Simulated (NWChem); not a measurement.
Species: C3H6OS; SMILES CSC(C)=O

```xyz
11

C      0.5372    -1.9672     0.0002
S     -0.7622    -0.7200    -0.0002
C      0.2211     0.7683    -0.0002
C     -0.6217     2.0157     0.0002
O      1.4240     0.7756    -0.0001
H      0.4554    -2.5931    -0.8983
H      1.4972    -1.4280     0.0001
H      0.4554    -2.5926     0.8990
H     -0.3653     2.6113     0.8892
H     -1.6987     1.8023    -0.0030
H     -0.3606     2.6150    -0.8849
```
Atoms are numbered in this order, from 1.

Results from NWChem. Coordinates come from a PBE0/def2-SVP optimisation.

### Question
What does the run give for Hartree-Fock/pcseg-1? Quantities: highest occupied level (eV); orbital gap (eV); dipole (D).

### Answer
The highest occupied level (eV) comes out as -10.15, the orbital gap (eV) is 13.78 and the dipole (D) comes out as 1.55.
